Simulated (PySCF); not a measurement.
C5H6, charge +1, doublet (typed; the unrestricted solution is spin-contaminated), at a GFN2-xTB geometry (a state made from the parent by changing its charge; the spin is typed, not shown lowest); DF-HF/def2-TZVPD run with PySCF.

Here is a job for PySCF.
```python
from pyscf import gto, scf

mol = gto.M(
    atom='''
C    -0.98790887    0.71868394   -0.17988334
C     0.34059255    1.13588000   -0.13658648
C     1.21963298   -0.02978501    0.09899907
C     0.25863393   -1.15051388    0.18522641
C    -1.03765990   -0.66921693    0.01546550
H    -1.84043208    1.35716711   -0.33774019
H     0.69208927    2.14820718   -0.25459189
H     1.82671568    0.07629131    1.00725328
H     1.95930614   -0.16875085   -0.69993736
H     0.53700300   -2.17822320    0.35435878
H    -1.93442621   -1.26498019    0.03133043
''',
    basis='def2-tzvpd',
    charge=1,
    spin=1,
    verbose=3,
)

mf = scf.UHF(mol)
mf = mf.density_fit(auxbasis='def2-universal-jkfit')
mf.kernel()
mf.analyze()
```

The log (banner, timings and long lists left out):

```
converged SCF energy = -192.608052486456  <S^2> = 0.86294775  2S+1 = 2.1099268
**** MO energy ****
                             alpha | beta                alpha | beta
MO #1   energy= -11.4983665941726  | -11.4858630113766  occ= 1 | 1
MO #2   energy= -11.4983353227032  | -11.4857802095392  occ= 1 | 1
MO #3   energy= -11.4824856366382  | -11.4839407820436  occ= 1 | 1
MO #4   energy= -11.4813775364855  | -11.4827672421132  occ= 1 | 1
MO #5   energy= -11.4455473129135  | -11.4481559518345  occ= 1 | 1
MO #6   energy= -1.41569684317646  | -1.39260342565284  occ= 1 | 1
MO #7   energy= -1.22244833610655  | -1.20591676045573  occ= 1 | 1
MO #8   energy= -1.20179769641677  | -1.16864506620573  occ= 1 | 1
MO #9   energy= -1.00331348068809  | -0.986913251466873 occ= 1 | 1
MO #10  energy= -0.971285139030201 | -0.960711238140593 occ= 1 | 1
MO #11  energy= -0.939437944353546 | -0.934445992992746 occ= 1 | 1
MO #12  energy= -0.830579376537688 | -0.791973674794021 occ= 1 | 1
MO #13  energy= -0.793994450032386 | -0.785183933634194 occ= 1 | 1
MO #14  energy= -0.777841360712038 | -0.776361793918451 occ= 1 | 1
MO #15  energy= -0.759268858244475 | -0.755659976367272 occ= 1 | 1
MO #16  energy= -0.748914942773759 | -0.742601322899722 occ= 1 | 1
MO #17  energy= -0.651481141766443 | -0.626556682460993 occ= 1 | 1
MO #18  energy= -0.589262681270498 | -0.203888582406055 occ= 1 | 0
MO #19  energy= -0.148510802288548 | -0.0726097195879266 occ= 0 | 0
MO #20  energy= -0.0737269761878814 | -0.0709735862474631 occ= 0 | 0
MO #21  energy= -0.0489824795581199 | -0.0475028822923025 occ= 0 | 0
MO #22  energy= -0.0475086498943248 | -0.0474202909418955 occ= 0 | 0
MO #23  energy= -0.0244841225578837 | -0.0235586641274473 occ= 0 | 0
MO #24  energy= -0.024235635938909 | -0.0233185410658893 occ= 0 | 0
MO #25  energy= -0.0131890930039718 | -0.0077277059970315 occ= 0 | 0
MO #26  energy= -0.0113768337820718 | 0.00672734340715315 occ= 0 | 0

To work with the spin densities directly, `use mulliken_meta_spin()` only printing them here.

 ** Mulliken spin pop alpha/beta on meta-lowdin orthogonal AOs **
 ** Mulliken Spin Density (per atom)  **
spin density of  0 C =     -0.04923
spin density of  1 C =      0.59789
spin density of  2 C =     -0.07246
spin density of  3 C =      0.59789
spin density of  4 C =     -0.04923
spin density of  5 H =      0.00130
spin density of  6 H =     -0.02703
spin density of  7 H =      0.01330
spin density of  8 H =      0.01330
spin density of  9 H =     -0.02703
spin density of  10 H =      0.00130
 ** Mulliken pop alpha/beta on meta-lowdin orthogonal AOs **
 ** Mulliken atomic charges   ( Nelec_alpha | Nelec_beta ) **
charge of  0C =     -0.00399  (     2.97738      3.02661 )
charge of  1C =      0.08871  (     3.25459      2.65670 )
charge of  2C =     -0.19319  (     3.06037      3.13283 )
charge of  3C =      0.08871  (     3.25459      2.65670 )
charge of  4C =     -0.00399  (     2.97738      3.02661 )
charge of  5H =      0.17157  (     0.41486      0.41357 )
charge of  6H =      0.17256  (     0.40020      0.42724 )
charge of  7H =      0.16774  (     0.42278      0.40948 )
charge of  8H =      0.16774  (     0.42278      0.40948 )
charge of  9H =      0.17256  (     0.40020      0.42724 )
charge of  10H =      0.17157  (     0.41486      0.41357 )

WARN: System has nonzero charge 1; the dipole moment is origin-dependent.
Location of origin: [0. 0. 0.]

Dipole moment(X, Y, Z, Debye):  0.01060, -0.00026,  0.00086
```
